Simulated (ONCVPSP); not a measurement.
Al, ONCV: configuration errors across variants

| Item | Value |
| --- | --- |
| Element | aluminium (Al) |
| Generator | ONCVPSP 4.0.1 |
| Type | optimised norm-conserving Vanderbilt (ONCV) |
| Functional | PBE |
| Relativity | scalar-relativistic |
| Frozen core | [Ne] |
| Valence charge | 3 |
| Reference configuration | 3s1.5 3p1.5 |
| Partial waves | 3s: rc 1.75 bohr, ncon 4, nbas 8, qcut 4.8 1/bohr, local; 3p: rc 2.40 bohr, ncon 4, nbas 7, qcut 3.1 1/bohr, 2 projectors, debl 3.6 Ha; d scattering state at 0.26 Ha: rc 2.40 bohr, ncon 4, nbas 7, qcut 4.7 1/bohr, 3 projectors, debl 3.4 Ha |
| Local potential | the s channel |
| Core correction | Teter function, fcfact 1.5, rcfact 1.55 |

All-electron excitation energies from the reference (eV): (1) 3s2 3p1 -2.546; (2) 3s2 3p0 3.215; (3) 3s1 3p0 22.441; (4) 3s1 3p1 9.025.

1 further variants failed, have other tests or another functional or relativity, and are left out.

Errors AE − PS in meV (a dash: test not solved or not reliable):

| change | (1) | (2) | (3) | (4) | bound ghosts | GHOST(+) flags above zero |
| --- | --- | --- | --- | --- | --- | --- |
| base | +0.1 | -0.6 | -12 | -1.1 | none | none |
| core correction Teter function, fcfact 1.5, rcfact 1.04 | +1.3 | -3.3 | +1.7 | +1.5 | none | none |
| d: rc 2.6 | +0.1 | -0.6 | -12 | -1.1 | none | none |

(1) Give the same row for: p: rc 2.98.

Results:

(1) +0.5, -1.1, -18, -0.7; bound ghosts: none; GHOST(+) flags above zero: none.
